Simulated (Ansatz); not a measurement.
Reaction (redistribution): `[NH2][GaH][SiH2][SiH3]` + `BBr` → `B[SiH2][SiH3]` + `[NH2][GaH][Br]`

Gas-phase electronic energies from Ansatz, PBE0-D4/def2-TZVP geometries. CBS: MP2 limit from def2 TZ/QZ plus the TZ coupled-cluster correction, frozen cores. Functionals use def2-TZVPP. B3LYP here is the variant with VWN-RPA as its local correlation; programs differ in this. For Br, Ga outer-core shells are correlated without core-valence functions, which leaves a few kJ/mol of doubt a bond. Scalar relativity is left out up to krypton. One conformer a species, not always the lowest.

`[NH2][GaH][SiH2][SiH3]`:

Z-matrix (Å, degrees):
```
Si
Ga 1 2.399
Si 1 2.339 2 110.6
H 1 1.492 2 110.9 3 119.8
H 1 1.492 2 111.3 3 -120.5
N 2 1.816 1 117.0 3 103.5
H 2 1.566 1 127.2 3 -74.5
H 3 1.489 1 109.8 2 -60.4
H 3 1.488 1 112.1 2 179.0
H 3 1.489 1 109.9 2 58.4
H 6 1.006 2 124.2 1 2.7
H 6 1.006 2 123.9 1 -178.9
```

`BBr`:

Cartesian coordinates in Å:
```
B -0.067 0.175 0.057
Br 0.582 -1.514 -0.493
H -1.050 0.589 -0.467
H 0.535 0.751 0.904
```

`B[SiH2][SiH3]`:

Cartesian coordinates in Å:
```
B -1.605 0.652 -0.781
Si -0.255 -0.796 -0.588
Si 1.278 0.117 0.950
H -2.532 0.731 -0.031
H -1.455 1.525 -1.583
H 0.501 -1.114 -1.831
H -0.774 -2.061 0.004
H 0.606 0.400 2.246
H 1.846 1.388 0.425
H 2.391 -0.841 1.188
```

`[NH2][GaH][Br]`:

```xyz
6

N    -0.201    0.629   -0.789
Ga    0.029   -0.306    0.731
Br    1.198   -2.259    0.452
H    -0.690    1.506   -0.844
H     0.151    0.322   -1.680
H    -0.487    0.108    2.130
```

```csv
level,ΔE (kJ/mol)
B2PLYP,-8.2
r2SCAN,-9.0
B3LYP,-9.1
CCSD/def2-TZVPP,-9.4
```

Task: What does CCSD(T)/CBS give? (Best estimate.)

Result: Ansatz gave: -4.3 kJ/mol. The listed levels differ from it by -3.9, -4.7, -4.8, -5.1 kJ/mol.

Largest T1 diagnostic among the species: 0.015.

In def2-TZVPP, CCSD(T) changes the Hartree–Fock value by +25.0 kJ/mol (the triples alone add +3.8 kJ/mol) and MP2 by +26.2 kJ/mol. From PBE to PBE0 (25 % exact exchange), in def2-TZVPP and without D4, ΔE moves by −6.3 kJ/mol.
